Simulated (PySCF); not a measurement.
Si(F)(NH2) (FH₂NSi), SMILES N[Si]F (connectivity only; charge and spin as stated), neutral, multiplicity 1.

Coordinates come from a PBE0-D3(BJ)/def2-TZVP optimisation. The values are those of a single conformer.

These are PBE0-D3(BJ)/def2-TZVP in PySCF values and carry that method's errors.

Frequencies are harmonic and unscaled.

Computed harmonic wavenumbers and intensities:
```json
[
 {"mode": "1", "ν (cm⁻¹)": "309", "IR (km/mol)": "7.1", "moving atoms (share of kinetic energy)": "F 36 %, H 25 %, N 21 %, Si 18 %"},
 {"mode": "2", "ν (cm⁻¹)": "504", "IR (km/mol)": "137.9", "moving atoms (share of kinetic energy)": "H 85 %, N 15 %"},
 {"mode": "3", "ν (cm⁻¹)": "519", "IR (km/mol)": "74.2", "moving atoms (share of kinetic energy)": "H 89 %"},
 {"mode": "4", "ν (cm⁻¹)": "719", "IR (km/mol)": "8.4", "moving atoms (share of kinetic energy)": "H 60 %, N 22 %, F 17 %"},
 {"mode": "5", "ν (cm⁻¹)": "837", "IR (km/mol)": "143.1", "moving atoms (share of kinetic energy)": "F 46 %, Si 42 %"},
 {"mode": "6", "ν (cm⁻¹)": "873", "IR (km/mol)": "110.0", "moving atoms (share of kinetic energy)": "N 48 %, Si 37 %, H 13 %"},
 {"mode": "7", "ν (cm⁻¹)": "1563", "IR (km/mol)": "72.5", "moving atoms (share of kinetic energy)": "H 88 %, N 12 %"},
 {"mode": "8", "ν (cm⁻¹)": "3571", "IR (km/mol)": "21.9", "moving atoms (share of kinetic energy)": "H 96 %"},
 {"mode": "9", "ν (cm⁻¹)": "3686", "IR (km/mol)": "41.0", "moving atoms (share of kinetic energy)": "H 91 %, N 9 %"}
]
```
